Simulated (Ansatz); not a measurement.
Start from `S[SiH]1CC1` and change one atom or group to get `Cl[SiH]1CC1`.

Ansatz, PBE0-D4/def2-TZVP geometries, multiplicity 1. Each molecule was computed in one conformer, which needn't be the lowest.

```json
{"property": "HOMO–LUMO gap (PBE/def2-TZVPP) / eV", "`S[SiH]1CC1`": "5.07"}
{"property": "LUMO energy (B3LYP/def2-TZVPP) / eV", "`S[SiH]1CC1`": "-0.05"}
{"property": "size of the dipole moment (PBE/def2-TZVPP) / D", "`S[SiH]1CC1`": "0.96"}
{"property": "zero-point energy (PBE0-D4/def2-TZVP) / kJ/mol", "`S[SiH]1CC1`": "188.0"}
{"property": "HOMO–LUMO gap (ωB97M-V/def2-TZVPP) / eV", "`S[SiH]1CC1`": "10.98"}
{"property": "size of the dipole moment (ωB97M-V/def2-TZVPP) / D", "`S[SiH]1CC1`": "0.94"}
```

Task: Give the same properties after the change, and the shifts. (Best estimate.)

Result: Ansatz gave: 
```json
{"property": "HOMO–LUMO gap (PBE/def2-TZVPP) / eV", "`Cl[SiH]1CC1`": "5.37", "shift": "0.30"}
{"property": "LUMO energy (B3LYP/def2-TZVPP) / eV", "`Cl[SiH]1CC1`": "0.17", "shift": "0.22"}
{"property": "size of the dipole moment (PBE/def2-TZVPP) / D", "`Cl[SiH]1CC1`": "1.24", "shift": "0.28"}
{"property": "zero-point energy (PBE0-D4/def2-TZVP) / kJ/mol", "`Cl[SiH]1CC1`": "166.6", "shift": "-21.4"}
{"property": "HOMO–LUMO gap (ωB97M-V/def2-TZVPP) / eV", "`Cl[SiH]1CC1`": "11.39", "shift": "0.41"}
{"property": "size of the dipole moment (ωB97M-V/def2-TZVPP) / D", "`Cl[SiH]1CC1`": "1.17", "shift": "0.23"}
```

With PBE0 the HOMO falls by 0.19 eV and the LUMO rises by 0.24 eV, so the gap widens by about 0.43 eV. PBE moves the HOMO by -0.15 eV and ωB97M-V by -0.21 eV. The zero-point energy changes by -21.4 kJ/mol with -3 modes. Dipoles are sizes alone; their direction can turn.

B3LYP here is the variant with VWN-RPA as its local correlation; programs differ in this.
